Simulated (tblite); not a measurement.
H₃B, charge +1, doublet, at a GFN2-xTB geometry (a state made from the parent by changing its charge; the spin is typed, not shown lowest); tblite with GFN1-xTB.

Here is a job for tblite.
```
$ tblite run mol.xyz --method gfn1 --charge 1 --spin 1 --efield 0,0,0.1 --json tblite.json --no-restart

# file mol.xyz
4

B      0.03835502     0.03398175    -0.03634696
H     -1.14157844    -0.19839382    -0.05654116
H      0.19951765    -0.63625243     0.94928073
H      0.75028569     0.66473750    -0.71100478
```

The log (banner, timings and long lists left out):

```
xTB calculator
 | screened Coulomb repulsion
 | Coulomb electrostatics
 |  * isotropic Klopman-Ohno-Mataga-Nishimoto electrostatics
 |  * onsite third-order electrostatics
 | DFT-D3(BJ) dispersion correction
 | Interactions (1)
 | [1] electric field

halogen bonding energy    0.0000000000000E+00 Eh
repulsion energy          3.5258791737385E-02 Eh
dispersion energy        -3.1940632605341E-04 Eh
interaction energy        0.0000000000000E+00 Eh
number of electrons       5.0000000000000E+00 e
integral cutoff           2.1261634374110E+01 bohr

------------------------------------------------------------
  cycle        total energy    energy error   density error
------------------------------------------------------------
      1     -2.311095302376  -2.3460347E+00   2.2536698E-01
      2     -2.321654137211  -1.0558835E-02   1.2368456E-01
      3     -2.322094100233  -4.3996302E-04   3.3136134E-02
      4     -2.322315594548  -2.2149432E-04   5.3669053E-03
      5     -2.322346601786  -3.1007238E-05   1.8285451E-03
      6     -2.322350362476  -3.7606902E-06   6.9519823E-05
      7     -2.322350368043  -5.5661897E-09   8.8292155E-06
------------------------------------------------------------

electronic energy        -2.3572897534540E+00 Eh
total energy             -2.3223503680426E+00 Eh

Post processing:
 | Mayer-Wiberg bond orders

[Info] JSON dump of results written to 'tblite.json'
```
